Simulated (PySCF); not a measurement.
PBE on P (phosphorus, neutral), [Ne] 3s2 3p2 3d1, one real determinant (an excited configuration). Calculation: PySCF 2.14, in aug-cc-pCVTZ-DK (8s7p5d3f, 75 functions); scalar relativity by spin-free X2C-1e.

```
cycle= 1 E= -341.615434463756  delta_E= -0.00943  |g|= 0.0186  |ddm|= 0.439
cycle= 2 E= -341.615512078308  delta_E= -7.76e-05  |g|= 0.0073  |ddm|= 0.136
cycle= 3 E= -341.6155493924  delta_E= -3.73e-05  |g|= 0.00261  |ddm|= 0.0358
cycle= 4 E= -341.615551018788  delta_E= -1.63e-06  |g|= 0.000255  |ddm|= 0.00456
cycle= 5 E= -341.615551038226  delta_E= -1.94e-08  |g|= 1.84e-05  |ddm|= 0.000983
cycle= 6 E= -341.615551038228  delta_E= -1.93e-12  |g|= 4.62e-06  |ddm|= 0.00018
converged SCF energy = -341.615551038228  <S^2> = 3.7509915  2S+1 = 4.0004957
```

Highest occupied orbital energy: 0.627 eV; ⟨L²⟩ = 7.96; populations by l: s 6.01, p 8.00, d 0.99, f 0.00.

Q: Can this result be used?

A: Not for this state. The calculation finished and met its thresholds. ⟨L²⟩ = 7.96 against 12 for a pure F term, so this real determinant mixes terms. The outer electron is Rydberg-like, and this basis confines it to a smaller radius and binds it less than a complete one would. At PBE the highest occupied level has a positive energy, so only the finite basis holds that electron; for this excited configuration the basis is too tight for the outer shell.
